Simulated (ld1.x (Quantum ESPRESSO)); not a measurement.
# PBE TM dataset for Fe (Z = 26), non-relativistic all-electron reference.

- Element: Fe
- Generator: ld1.x (Quantum ESPRESSO) 7.5
- Type: norm-conserving Troullier–Martins (Kleinman–Bylander form)
- Functional: PBE
- Relativity: non-relativistic
- Frozen core: [Ar]
- Valence charge: 8
- Reference configuration: 3d6.5 4s1.5 4p0
- Partial waves: 4p (bound, empty): rc 2.55 bohr; 3d (bound): rc 1.35 bohr; 4s (bound): rc 2.00 bohr
- Local potential: the s channel
- Core correction: none

(1) Estimate the cutoffs (Ry, on a coarse ladder) from which the occupation-weighted sum of valence levels, in a spherical-Bessel basis at the reference potential, stays within 10 and 1 mRy of its value at 400 Ry.

(2) What does a ghost test show?

(3) Which valence shell sets the plane-wave cutoff?

Answers

(1) 140 Ry and 200 Ry.

(2) No extra level below or beside the all-electron valence levels (p, d, s, f tested).

(3) 3d: its level needs 140 Ry to come within 1 mRy, against 18 Ry for 4s.

Its largest configuration-test error is -793 meV (3d5 4s2 4p1). 1 of 7 tests not solved or not reliable.
